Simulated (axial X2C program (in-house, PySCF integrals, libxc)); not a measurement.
**Worked dissociation energy of NaY⁺: TPSS, without spin–orbit coupling**

All values were computed with an in-house relativistic program for diatomic molecules. Spin-free means the one-electron spin-free X2C Hamiltonian. Basis: Y dyall-cv3z [11s12p9d6f3g], Na dyall-cv3z [9s8p5d2f] (cores contracted in-house); Gaussian nuclei, density fitting, unrestricted open shells. Masses: Y 88.906 u, Na 22.990 u.

Molecular state: M_S = 1/2, Λ = 0 (beyond evenly filled blocks: σα).

| Property | Result |
| --- | --- |
| E(Y) (2M_S = 1, M_L = 0) | -3384.821881 hartree |
| E(Na+) (2M_S = 0, M_L = 0) | -162.318360 hartree |
| E(NaY⁺) at Re | -3547.181022 hartree |
| ωe | 129.5 cm⁻¹ |

Problem. Work out De and D0.

Solution. De = -3384.821881 + (-162.318360) − (-3547.181022) = 0.04078 hartree = 1.110 eV. The zero-point energy is ωe/2 = 65 cm⁻¹ = 0.008 eV, so D0 = 1.102 eV.

The state is one determinant whose occupation by symmetry is held fixed; it was picked as the lowest of a PBE0 search that is not exhaustive. Dissociation energies refer to the lowest single-determinant-based atoms at the same level and basis. PBE0 can misorder states that lie within some tenths of an eV, so this need not be the ground state of the molecule. The nearest other spin-free determinant of the search, M_S = 1/2, Λ = 1, lies 0.15 eV up at the distance of the search.

Each atomic determinant is the lowest at this level and need not be a pure term. Totals compare only within one Hamiltonian and basis.
